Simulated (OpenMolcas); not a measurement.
Pd+: thermal populations, the spin-orbit constant, worked from levels

```
Program             : OpenMolcas
Basis               : ANO-R1 [6s4p3d1f]
Scalar Hamiltonian  : X2C, finite nucleus
Active space        : 9 electrons in 6 orbitals (4d 5s)
State averaging     : 2S+1 = 2 even, 29 roots; 2S+1 = 4 even, 10 roots kept (CI in the orbitals of an earlier block)
Spin-orbit coupling : RASSI with atomic mean-field integrals over the reference wave functions, term energies averaged over their components
```

Methods: CASSCF; MS-CASPT2, IPEA 0.25 Eh, imaginary shift 0.1 Eh (closed shells correlated: 4s 4p). Measured levels: NIST Handbook of Basic Atomic Spectroscopic Data.

**Thermal populations.** Z = Σ (2J + 1) exp(-E/kT) with k = 0.695035 cm-1/K, over the levels below. No other level of either list lies under 37100 cm-1, which is above 7 kT at each temperature.

| Level | 2J + 1 | MS-CASPT2 | measured |
| --- | --- | --- | --- |
| 4d⁹ ²D_5/2 | 6 | 0.0 | 0.0 |
| 4d⁹ ²D_3/2 | 4 | 3740 | 3539 |
| 4d⁸ 5s ⁴F_9/2 | 10 | 24780 | 25084 |
| 4d⁸ 5s ⁴F_7/2 | 8 | 26760 | 27097 |
| 4d⁸ 5s ⁴F_5/2 | 6 | 28550 | 28929 |
| 4d⁸ 5s ⁴F_3/2 | 4 | 29560 | 29948 |
| 4d⁸ 5s ²F_7/2 | 8 | 32300 | 32281 |
| 4d⁸ 5s ²F_5/2 [68 %] | 6 | 34580 | 34425 |

```json
{"T (K)": "2000", "Z, MS-CASPT2": "6.271", "Z, measured levels": "6.314", "Ground level (%), MS-CASPT2": "95.7", "Ground level (%), measured levels": "95.0"}
{"T (K)": "3000", "Z, MS-CASPT2": "6.665", "Z, measured levels": "6.733", "Ground level (%), MS-CASPT2": "90.0", "Ground level (%), measured levels": "89.1"}
{"T (K)": "5000", "Z, MS-CASPT2": "7.379", "Z, measured levels": "7.459", "Ground level (%), MS-CASPT2": "81.3", "Ground level (%), measured levels": "80.4"}
```

At 5000 K, kT = 3475 cm-1, and the computed levels give Z = 6.000 + 1.364 + 0.008 + 0.004 + 0.002 + 0.001 + 0.001 + 0.000 = 7.379.

**The spin-orbit constant.** For the Hund term ²D of d9, E(J) = (A/2) J(J+1) + constant and ζ = -2S·A = -A. From J = 3/2 to J = 5/2 the energy changes by 2.5 A.

```json
{"Source": "CASSCF", "E(5/2) - E(3/2)": "-3718.0", "A": "-1487.2", "ζ": "1487"}
{"Source": "MS-CASPT2", "E(5/2) - E(3/2)": "-3741.6", "A": "-1496.6", "ζ": "1497"}
{"Source": "measured", "E(5/2) - E(3/2)": "-3539.2", "A": "-1415.7", "ζ": "1416"}
```

All in cm-1. MS-CASPT2 is off by +5.7 % and CASSCF by +5.1 %. Both methods take the spin-orbit matrix elements from the reference wave functions, so the second can move ζ only through the term energies and any multistate remixing.

Term energies are means over components that CASPT2 splits; among the terms shown or strongly mixed into the levels shown the widest spread is 990 cm-1 (4d⁸ 5s ²F, MS-CASPT2). Terms from blocks run as CI alone lack orbitals of their own. A single d shell beside an s shell can misplace configurations of different d count against each other. Without dynamic correlation excited terms often stand tens of per cent too high (terms of higher spin than the ground term too low), and those without a measured partner can miss by more than the paired ones (holds for CASSCF). Computed and measured levels are paired by configuration, term and J; levels that our copy of the source lacks, or whose pairing is in doubt (as where it misses far off the trend of its configuration), stay unpaired and out of the deviations. Levels of configurations outside the active space are missing.

A share in square brackets marks a mixed level and gives the weight of the term that names it, the lowest over the columns.
